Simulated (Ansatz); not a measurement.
**Counterpoise correction, worked out**

The pair of NH$_{4}$⁺ (SMILES [NH4+], atoms 1–5) and HBr (SMILES Br, atoms 6–7), both closed shells, in one local arrangement (a lower one may exist), relaxed at PBE0-D4/def2-TZVP:

N1  (-0.010, 0.049, -1.019)
H2  (-0.933, -0.231, -1.356)
H3  (0.679, -0.657, -1.287)
H4  (-0.031, 0.144, 0.022)
H5  (0.246, 0.945, -1.438)
Br6  (-0.132, 0.529, 2.301)
H7  (0.180, -0.779, 2.778)
(Å)

Program: Ansatz 0.2.0. Basis: def2-TZVPPD. Cores are frozen in the correlated methods. Filled d shells of the heavier atoms are correlated. The def2 sets are not built for correlating such inner shells, so the correlated values are less sure here.

CCSD(T) total energies in eV:

| system | geometry | basis functions | energy |
| --- | --- | --- | --- |
| pair | pair | all | -71569.80902 |
| NH$_{4}$⁺ | as in the pair | all (partner as ghosts) | -1546.05987 |
| HBr | as in the pair | all (partner as ghosts) | -70023.39392 |
| NH$_{4}$⁺ | as in the pair | its own | -1546.05748 |
| HBr | as in the pair | its own | -70023.35273 |
| NH$_{4}$⁺ | free (PBE0-D4 minimum) | its own | -1546.06872 |
| HBr | free (PBE0-D4 minimum) | its own | -70023.35388 |

Question: Work out the interaction energy with and without the counterpoise correction, the superposition error, and the binding energy from the relaxed fragments.

Answer: Without correction: -71569.80902 − (-1546.05748) − (-70023.35273) = -0.39881 eV.
With correction (each fragment in the whole basis): -71569.80902 − (-1546.05987) − (-70023.39392) = -0.35523 eV = -8.19 kcal/mol.
The superposition error is the difference, 0.04358 eV, 11 % of the uncorrected value: each fragment borrows its partner's functions.
Deformation from the free shapes: 0.01124 eV for NH$_{4}$⁺ and 0.00115 eV for HBr.
Binding energy from relaxed fragments: -0.35523 + 0.01124 + 0.00115 = -0.34284 eV = -7.91 kcal/mol (electronic, without zero-point energy; negative means bound). For comparison, the corrected interaction energy by CCSD(T) at an estimated basis limit (MP2 extrapolated from triple and quadruple zeta, plus CCSD(T) − MP2 in triple zeta) is -0.383 eV; triple zeta with the correction binds less.

The T1 diagnostic stays at or below 0.006.

For scale, one of the runs: CCSD(T)/def2-TZVPPD, 179 basis functions, launched by `ansatz run in.yaml --threads 2 --pin off --events-out ev --progress --plain --max-ram 5222MiB`. Time: 45 s of wall clock on 2 CPU threads of an Arm Neoverse V1; the host was shared. Peak host memory: 1.7 GiB.
